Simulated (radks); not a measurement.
Ionisation of the mercury ion Hg+, [Xe] 4f14 5d10 6s1, to [Xe] 4f14 5d10 as the strength of local exchange is varied. Method: non-relativistic Kohn-Sham, Slater X-alpha exchange (alpha = 2/3 is LDA exchange), no correlation, spin-polarised, spherical densities, point nucleus; open shells are filled with parallel spins first (spin-orbit coupling, left out, can overturn this in heavy ions); relativity is left out, which matters for an element this heavy; computed with a radial shooting solver on a logarithmic mesh with Libxc functionals.

[
 {"alpha": "0.642", "E(Hg+) (hartree)": "-18383.3695", "exchange (hartree)": "-319.2264", "IE (eV)": "15.381", "-e of the level emptied (eV)": "11.818 (6s)", "<r> of it (bohr)": "2.883"},
 {"alpha": "0.667", "E(Hg+) (hartree)": "-18395.8049", "exchange (hartree)": "-331.8929", "IE (eV)": "15.592", "-e of the level emptied (eV)": "12.032 (6s)", "<r> of it (bohr)": "2.866"},
 {"alpha": "0.705", "E(Hg+) (hartree)": "-18414.7235", "exchange (hartree)": "-351.1797", "IE (eV)": "15.917", "-e of the level emptied (eV)": "12.362 (6s)", "<r> of it (bohr)": "2.842"},
 {"alpha": "0.775", "E(Hg+) (hartree)": "-18449.6270", "exchange (hartree)": "-386.8141", "IE (eV)": "16.521", "-e of the level emptied (eV)": "12.979 (6s)", "<r> of it (bohr)": "2.798"},
 {"alpha": "0.99", "E(Hg+) (hartree)": "-18557.2624", "exchange (hartree)": "-497.1218", "IE (eV)": "18.434", "-e of the level emptied (eV)": "14.953 (6s)", "<r> of it (bohr)": "2.673"}
]

NIST Atomic Spectra Database: 18.757 eV (measured). The central value is not met in this range of alpha. Relativity is left out here, which matters for elements this heavy.
